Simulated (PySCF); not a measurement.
CH4Al, SMILES [CH3][AlH+], charge +1. Geometry optimised at PBE0-D3(BJ)/def2-TZVP. The multiplicity is an assumed one; other spin states were not compared. The isomer is the one that the SMILES or the coordinates give; other isomers of the formula were not compared.

Computed with PBE0-D3(BJ)/def2-TZVP run with PySCF.

Harmonic wavenumbers (cm⁻¹): 365, 365, 683, 714, 714, 1223, 1406, 1406, 2048, 3039, 3134, 3134. Rotational constants (GHz): 158.2, 11.33, 11.33; symmetry number 3.

Question: Work out the zero-point energy and the ideal-gas rigid-rotor harmonic-oscillator thermochemistry at 298.15 K and 1 atm.

Answer: ZPE = ½ Σ hcν = ½ × 18229 cm⁻¹ = 109.03 kJ/mol. H − E(el) = 121.72 kJ/mol. Entropy in J/(mol K): translation 155.66, rotation 75.80, vibration 13.32, total 244.78. G − E(el) = 48.74 kJ/mol. Cp = 58.22 J/(mol K).
